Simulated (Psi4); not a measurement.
Complex: HF (SMILES F) (first 2 atoms) with H2 (SMILES [H][H]); geometry from B3LYP-D3(BJ)/def2-TZVP.
(charge 0, multiplicity 1):
```xyz
4

F     -0.082     0.194    -0.504
H     -0.069     0.099     0.418
H     -0.091    -0.460     2.309
H      0.008     0.277     2.380
```

The numbers are results of SAPT0/jun-cc-pV(D+d)Z in Psi4 1.11, not measurements.

Problem. Give the four SAPT terms and the total, and say what mostly holds the pair together.

Solution. electrostatics -68.9, exchange 102.6, induction -44.5, dispersion -22.3, total -33.1 meV; the largest attraction is electrostatics.
